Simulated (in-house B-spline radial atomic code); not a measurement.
Response of As5+ as one setting changes: the share of exact exchange in a PBE hybrid. A dash marks a strongly mixed or unbound state. Computed with an all-electron radial atomic-structure program (B-spline basis): linear response of the closed shell [Ar] 3d10 with the functional's adiabatic kernel; scalar-relativistic (spin-free one-electron X2C), finite nucleus, no spin-orbit coupling, no double excitations, S, P, D and F terms only. Only terms of natural parity with L up to 3 were computed.

```
share of exact exchange in a PBE hybrid  lowest 1P (eV)  lowest 3P, Tamm-Dancoff (eV)  minus highest occupied level (eV)  α (bohr³)
                                      0   3d → 4p 51.57                 3d → 4p 49.79                             107.21      0.565
                                    0.1   3d → 4p 52.32                 3d → 4p 50.52                             108.94     0.5578
                                    0.2   3d → 4p 53.07                 3d → 4p 51.24                             110.68     0.5508
                                    0.3   3d → 4p 53.81                 3d → 4p 51.95                             112.43      0.544
                                    0.4               ?                             ?                                  ?          ?
                                    0.5   3d → 4p 55.30                 3d → 4p 53.38                             115.93     0.5311
                                    0.6               ?                             ?                                  ?          ?
                                    0.7   3d → 4p 56.78                 3d → 4p 54.81                             119.45      0.519
                                    0.8   3d → 4p 57.51                 3d → 4p 55.52                             121.22     0.5132
                                    0.9   3d → 4p 58.25                 3d → 4p 56.23                             123.00     0.5075
                                      1   3d → 4p 58.98                 3d → 4p 56.94                             124.78      0.502
```

(1) What belongs in the row for 0.6?

(2) What belongs in the row for 0.4?

Answers

(1) lowest 1P (eV): 3d → 4p 56.04; lowest 3P, Tamm-Dancoff (eV): 3d → 4p 54.10; minus highest occupied level (eV): 117.69; α (bohr³): 0.525.

(2) lowest 1P (eV): 3d → 4p 54.55; lowest 3P, Tamm-Dancoff (eV): 3d → 4p 52.67; minus highest occupied level (eV): 114.18; α (bohr³): 0.5375.
